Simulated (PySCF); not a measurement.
**Electron correlation in I (iodine, neutral)**

[Kr] 4d10 5s2 5p5, 2P determinant. All numbers are calculated (PySCF 2.14, a scalar-relativistic core potential, in cc-pV5Z-PP with ECP28MDF (7s7p5d3f2g1h, 103 functions)). Frozen: 4s2 4p6 4d10; 7 electrons correlated.

MP2 pair energies summed by pair of shells (mhartree):

```tsv
pair	energy	share (%)
5p-5p	-81.49	60.0
5s-5p	-46.43	34.2
5s-5s	-7.97	5.9
```

Total MP2 correlation energy: -135.89 mhartree.

Same-spin part -27.56 and opposite-spin part -108.32 mhartree; SCS-MP2 scales them by 1/3 and 6/5 to -139.18 mhartree.
